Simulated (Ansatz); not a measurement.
Consider the formal hydrolysis of the Al–N bond: `O=C=[N][Al]([Cl])[Cl]` + H₂O → `[OH][Al]([Cl])[Cl]` + `N=C=O`.

Calculated with Ansatz (gas phase, PBE0-D4/def2-TZVP geometries, no zero-point term in ΔE). CBS: MP2 limit from def2 TZ/QZ plus the TZ coupled-cluster correction, frozen cores. This one scheme is used for every species. Functionals use def2-TZVPP. Each species was taken in one conformer, which may not be the lowest.

```json
{"species": "`O=C=[N][Al]([Cl])[Cl]`", "CAM-B3LYP-D4 energy (Eh)": "-1331.20194"}
{"species": "H₂O", "CAM-B3LYP-D4 energy (Eh)": "-76.43873"}
{"species": "`[OH][Al]([Cl])[Cl]`", "CAM-B3LYP-D4 energy (Eh)": "-1238.94910"}
{"species": "`N=C=O`", "CAM-B3LYP-D4 energy (Eh)": "-168.69081"}
```

Q: Work out ΔE.

A: ΔE = (-1238.94910) + (-168.69081) − (-1331.20194) − (-76.43873) = 0.00076 Eh = +2.0 kJ/mol. CCSD(T)/CBS gives +6.2 kJ/mol.

Q: What do rigid-rotor, harmonic-oscillator terms from PBE0-D4/def2-TZVP frequencies (298.15 K, 1 bar) make of the CCSD(T)/CBS value? (Estimate.)

A: Computed: ΔZPE = -0.4 kJ/mol, ΔH = +2.7 kJ/mol, ΔS = 2 J/(mol·K), ΔG = +2.2 kJ/mol. Modes under 50 cm⁻¹ make the entropy rough.

Largest T1 diagnostic among the species: 0.018.

From r2SCAN to r2SCAN0 (25 % exact exchange), in def2-TZVPP and without D4, ΔE moves by +4.7 kJ/mol. At CCSD(T), def2-SVP lies +3.5 kJ/mol from the extrapolated value and def2-TZVPP −1.2 kJ/mol. The D4 term adds +3.7 kJ/mol with B3LYP and +2.3 kJ/mol with PBE0; it sums over pairs of atoms, weighted by their polarisabilities, and B3LYP, whose exchange is more repulsive, gets the larger term.

B3LYP here is the variant with VWN-RPA as its local correlation; programs differ in this.
